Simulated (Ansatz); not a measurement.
Relaxation of H7PSn (9 atoms, charge 0, multiplicity 1), to a largest force component of 0.03 eV/Å in at most 50 steps.

Method: Ansatz, RKS PBE0/def2-SVP.

```xyz
9
Properties=species:S:1:pos:R:3
Sn 0.299 -0.014 -0.124
H 0.221 -0.074 1.604
H 1.921 0.086 -0.664
H -0.577 1.356 -0.653
H -0.421 -1.431 -0.754
P -3.011 0.223 1.447
H -3.017 -0.840 0.489
H -3.474 -0.633 2.500
H -1.641 0.016 1.775
```

Problem. Where does it end, and by what steps?

Solution. It converged. The force dipped under the threshold on the way, but the program's further checks kept it going. After 22 steps the energy has fallen by 0.205 eV; H9 moved furthest, 1.14 Å.

| step | energy less start (eV) | largest force component (eV/Å) | accepted |
| --- | --- | --- | --- |
| 0 | 0.0000 | 0.417 | yes |
| 1 | -0.1115 | 0.149 | yes |
| 2 | -0.1436 | 0.158 | yes |
| 3 | -0.1833 | 0.042 | yes |
| 4 | -0.1895 | 0.066 | yes |
| 5 | -0.1899 | 0.237 | yes |
| 6 | -0.1936 | 0.011 | yes |
| 7 | -0.1935 | 0.267 | no |
| 8 | -0.1947 | 0.054 | yes |
| 9 | -0.1951 | 0.205 | yes |
| 10 | -0.1962 | 0.113 | yes |
| 11 | -0.1979 | 0.008 | yes |
| 12 | -0.1959 | 0.297 | no |
| 13 | -0.1989 | 0.071 | yes |
| 14 | -0.1997 | 0.138 | yes |
| 15 | -0.2008 | 0.088 | yes |
| 16 | -0.2022 | 0.056 | yes |
| 17 | -0.2014 | 0.242 | no |
| 18 | -0.2024 | 0.048 | yes |
| 19 | -0.2040 | 0.054 | yes |
| 20 | -0.2039 | 0.186 | no |
| 21 | -0.2047 | 0.017 | yes |
| 22 | -0.2055 | 0.027 | yes |

```xyz
9
Properties=species:S:1:pos:R:3
Sn 0.550 -0.114 -0.188
H 0.757 -0.149 1.510
H 2.077 0.016 -0.948
H -0.415 1.233 -0.616
H -0.222 -1.553 -0.699
P -3.647 0.004 1.773
H -3.247 -0.330 0.442
H -3.086 -1.189 2.325
H -2.466 0.769 2.021
```

Whether the end is a true minimum wasn't checked by a vibrational analysis.

Run time: 73 s on 1 thread of Arm Neoverse V1, on a shared host, peak memory 0.16 GiB.
